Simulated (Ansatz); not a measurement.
C2H6SSi2 (`C#C[SiH2]S[SiH3]`) from Hartree–Fock to CCSD(T)

```xyz
11

C     2.229   -0.374    1.102
C     1.034   -0.531    1.143
Si   -0.776   -0.740    1.149
S    -1.732    0.922    0.219
Si   -0.597    0.932   -1.597
H     3.286   -0.237    1.072
H    -1.093   -2.000    0.435
H    -1.276   -0.789    2.541
H     0.685    1.657   -1.429
H    -1.436    1.624   -2.605
H    -0.324   -0.463   -2.030
```

Charge 0, multiplicity 1. The structure was optimised at the PBE0-D4/def2-TZVP level. It is one conformer, not always the lowest. Frozen core, restricted reference, the Gaussian-basis code of Ansatz. CBS rows extrapolate triple and quadruple zeta; past MP2 they add the triple-zeta difference.

| basis | HF (Eh) | MP2 corr. | CCSD corr. | (T) | CCSD(T) total |
| --- | --- | --- | --- | --- | --- |
| def2-TZVPP | -1054.68834 | -0.72391 | -0.78016 | -0.03748 | -1055.50598 |
| def2-QZVPP | -1054.72066 | ? | – | – | – |
| CBS(def2) | ? | ? | ? | as TZ | ? |

Q: Fill in the withheld values. (Best estimate.)

A: Computed: def2-QZVPP MP2 corr.: -0.77804; CBS(def2) HF (Eh): -1054.72511; CBS(def2) MP2 corr.: -0.81813; CBS(def2) CCSD corr.: -0.87438; CBS(def2) CCSD(T) total: -1055.63697.
